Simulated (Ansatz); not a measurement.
Stretching the Zn1–I3 bond in FIZn (SMILES [F][Zn][I]) (multiplicity 1 held, fragments rigid). Energies count from the point at 2.411 Å.
Geometry at that point (charge 0, multiplicity 1):
```xyz
3

Zn     0.00000     0.00000    -1.21692
F      0.00000     0.00000    -2.97433
I      0.00000     0.00000     1.19390
```

Signs of static correlation in def2-TZVPP, with CASSCF(6,4), from Ansatz (a quantum-chemistry and plane-wave program) runs.

| R (Å) | T1 of restricted CCSD | ⟨S²⟩ of UHF | largest double amplitude of restricted CCSD | weight of the CASSCF reference in MRCISD | CASSCF natural occupations |
|---|---|---|---|---|---|
| 1.929 | 0.015 | 0.000 | 0.023 | 0.893 | 2.00 2.00 1.99 0.01 |
| 2.170 | 0.016 | 0.000 | 0.024 | 0.893 | 2.00 2.00 1.99 0.01 |
| 2.411 | 0.016 | 0.000 | 0.032 | 0.893 | 2.00 2.00 1.98 0.02 |
| 2.652 | 0.017 | 0.000 | 0.053 | 0.893 | 2.00 2.00 1.97 0.03 |
| 2.893 | 0.018 | 0.000 | 0.079 | 0.894 | 2.00 2.00 1.96 0.05 |
| 3.255 | 0.021 | 0.110 | (withheld) | 0.894 | 2.00 2.00 1.91 0.09 |
| 3.616 | 0.027 | 0.654 | 0.191 | 0.895 | 2.00 2.00 1.82 0.18 |
| 4.219 | 0.045 | 0.935 | 0.346 | 0.896 | 2.00 2.00 1.55 0.45 |
| 4.822 | (withheld) | 0.996 | 0.549 | 0.896 | 2.00 2.00 1.28 0.72 |
| 5.545 | 0.084 | 1.010 | 0.746 | 0.896 | 2.00 2.00 1.11 0.89 |
| 6.509 | 0.089 | 1.013 | 0.863 | 0.896 | 2.00 2.00 1.00 1.00 |
| 7.715 | 0.086 | 1.013 | 0.896 | 0.896 | 2.00 2.00 1.00 1.00 |

Some entries are withheld; supply them.


- 3.255, largest double amplitude of restricted CCSD: 0.128
- 4.822, T1 of restricted CCSD: 0.067

Doubts at one or more of the structures used: active orbitals that take no part (SC-NEVPT2 on CASSCF(6,4)/def2-TZVPP); a restricted determinant that unrestricted orbitals would lower (R-CCSD(T)/def2-TZVPP); other coupled-cluster roots lie near (R-CCSD(T)/def2-TZVPP); T1 above 0.05 (R-CCSD(T)/def2-TZVPP); a spin-contaminated determinant (U-CCSD(T)/def2-TZVPP); the program's own flag: other amplitudes (U-CCSD(T)/def2-TZVPP).
